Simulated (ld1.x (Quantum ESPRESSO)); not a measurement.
Logarithmic derivatives: tantalum, TM

| Quantity | Value |
| --- | --- |
| Element | Ta (Z = 73) |
| Generator | ld1.x (Quantum ESPRESSO) 7.5 |
| Type | norm-conserving Troullier–Martins (Kleinman–Bylander form) |
| Functional | PBEsol |
| Relativity | fully relativistic |
| Frozen core | [Kr] 4d10 4f14 5s2 |
| Valence charge | 11 |
| Reference configuration | 5p6 5d4 6s1 6p0 |
| Partial waves | 6s (bound): rc 2.35 bohr; 5p (bound): rc 1.30 bohr; 5d (bound): rc 2.55 bohr |
| Local potential | all-electron potential smoothed inside 1.95 bohr (lloc = -1) |
| Core correction | a·sin(br)/r model core, default radius (core density twice the valence density) |

Open shells are filled in proportion to 2j + 1 (rel_dist='average').

The phase is arctan(r·u′/u) with u = r·R(r), unwrapped; energies in Ry, scanned from -5 to 5 Ry. A pole is an energy at which the radial function vanishes at the test radius. The pseudo phase is shifted by a multiple of π to meet the all-electron one at the reference energy, and phase errors are pseudo minus all-electron; the curves can meet again beyond the range given. Levels narrower than the energy grid can be missing from the lists of poles.

```csv
channel,radius (bohr),reference energy (Ry),"poles, all-electron","poles, pseudo",unbroken range about the reference energy with phases within 0.05 rad,phase error 1 Ry above the reference energy (rad)
s,2.76,-0.37,2.02,"-3.48, 1.78",-3.4 to 2.4,-0.011
p1/2,2.76,-3.24,"-3.19, 3.19","-3.19, 2.74",below 0.0,-0.001
p3/2,2.76,-2.60,"-2.51, 3.74","-2.51, 4.60",below -0.2,+0.006
d3/2,2.76,-0.22,0.37,0.38,the whole range,+0.001
d5/2,2.76,-0.18,0.47,0.47,the whole range,+0.000
```

Note: ghost states, extra bound levels that the all-electron valence spectrum of the same l lacks: p3/2 at -97.5 eV, s at -47.6 eV. A true bound ghost makes a file unfit for plane-wave use.

Phases in the d3/2 channel:

```json
{"E (Ry)": "-5.00", "all-electron": "1.407", "pseudo": "1.407"}
{"E (Ry)": "-4.48", "all-electron": "1.397", "pseudo": "1.397"}
{"E (Ry)": "-3.96", "all-electron": "1.385", "pseudo": "1.385"}
{"E (Ry)": "-3.44", "all-electron": "1.370", "pseudo": "1.370"}
{"E (Ry)": "-2.92", "all-electron": "1.351", "pseudo": "1.351"}
{"E (Ry)": "-2.40", "all-electron": "1.324", "pseudo": "1.324"}
{"E (Ry)": "-1.88", "all-electron": "1.284", "pseudo": "1.284"}
{"E (Ry)": "-1.36", "all-electron": "1.211", "pseudo": "1.211"}
{"E (Ry)": "-0.84", "all-electron": "1.014", "pseudo": "1.014"}
{"E (Ry)": "-0.32", "all-electron": "-0.391", "pseudo": "-0.391"}
{"E (Ry)": "0.20", "all-electron": "-1.486", "pseudo": "-1.486"}
{"E (Ry)": "0.72", "all-electron": "-1.677", "pseudo": "-1.676"}
{"E (Ry)": "1.24", "all-electron": "-1.793", "pseudo": "-1.791"}
{"E (Ry)": "1.76", "all-electron": "-1.934", "pseudo": "-1.930"}
{"E (Ry)": "2.28", "all-electron": "-2.225", "pseudo": "-2.213"}
{"E (Ry)": "2.80", "all-electron": "-3.124", "pseudo": "-3.084"}
{"E (Ry)": "3.32", "all-electron": "-4.102", "pseudo": "-4.084"}
{"E (Ry)": "3.84", "all-electron": "-4.414", "pseudo": "-4.407"}
{"E (Ry)": "4.36", "all-electron": "-4.542", "pseudo": "-4.539"}
{"E (Ry)": "4.88", "all-electron": "-4.614", "pseudo": "-4.612"}
```
